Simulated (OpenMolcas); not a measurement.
**What dynamic correlation does to the levels of Ne3+**

| Property | Result |
| --- | --- |
| Program | OpenMolcas |
| Basis | ANO-RCC-VTZP [4s3p2d1f] |
| Scalar Hamiltonian | DKH2, point nucleus |
| Active space | 5 electrons in 4 orbitals (2s 2p) |
| State averaging | 2S+1 = 4 odd, 1 root; 2S+1 = 2 odd, 8 roots; 2S+1 = 4 even, 3 roots; 2S+1 = 2 even, 6 roots |
| Spin-orbit coupling | RASSI with atomic mean-field integrals over the reference wave functions, term energies averaged over their components |

Methods on the same reference wave functions:
A. CASSCF
B. SS-CASPT2, IPEA 0.25 Eh, imaginary shift 0.1 Eh (closed shells correlated: 1s)
C. XMS-CASPT2, IPEA 0.25 Eh, imaginary shift 0.1 Eh (closed shells correlated: 1s)

Energies in cm⁻¹ above 2s² 2p³ ⁴S°_3/2, the measured ground level; measured values from Moore, Atomic Energy Levels, vol. I, NSRDS-NBS 35 (1971 reprint of NBS Circular 467, 1949).

```tsv
Level	A	B	C	Measured
2s² 2p³ ⁴S°_3/2	0.0	0.0	0.0	0.0
2s² 2p³ ²D°_3/2	44947	42200	42250	
2s² 2p³ ²D°_5/2	44978	42230	42280	
2s² 2p³ ²P°_1/2	62487	63270	63270	
2s² 2p³ ²P°_3/2	62499	63280	63270	
2s 2p⁴ ⁴P_5/2	184489	184300	183100	183860
2s 2p⁴ ⁴P_3/2	185049	184860	183660	184477
2s 2p⁴ ⁴P_1/2	185379	185190	183990	184799
2s 2p⁴ ²D_3/2	266201	256190	255360	
2s 2p⁴ ²D_5/2	266203	256190	255360
```

Deviations, from unrounded energies. A percentage is the sum of absolute deviations over the sum of measured energies, with the sign that they share, or ± where signs differ.

```
           Against measurement  Levels     A     B     C
mean absolute deviation (cm-1)       3   590   410   800
      other configurations (%)       3  +0.3  +0.2  -0.4
```

B lies closest to measurement on these levels and C furthest from it. The largest miss of B in the table is 2s 2p⁴ ⁴P_5/2, by +440 cm-1. The ranking rests on the paired levels alone, and a cruder setting can come out closer through cancelling errors.

Between B and C the level of the table that moves most is 2s 2p⁴ ⁴P_3/2, by 1200 cm-1 (lowest in C, highest in B). Moves below CASPT2's spread within the term are not significant.

The mean deviations of B to C differ by less than CASPT2's widest spread within a term (990 cm-1), so their order carries little weight.

From A to B the spin-free energies of the other terms of 2s² 2p³ shown, above ⁴S°, scale by factors of 0.94 to 1.01.

The lowest spin-free term lies below A's lowest term by 0.122 hartree in B, 0.122 hartree in C.

CASPT2 breaks the degeneracy within a term, and the mean is taken; among the terms shown or strongly mixed into the levels shown the widest spread is 990 cm-1 (2s 2p⁴ ²D, C). Computed and measured levels are paired by configuration, term and J; levels that our copy of the source lacks, or whose pairing is in doubt (as where it misses far off the trend of its configuration), stay unpaired and out of the deviations. Only configurations of the active space appear. Levels that lie high or do not pair safely by name in every column are left out.

° marks odd parity.
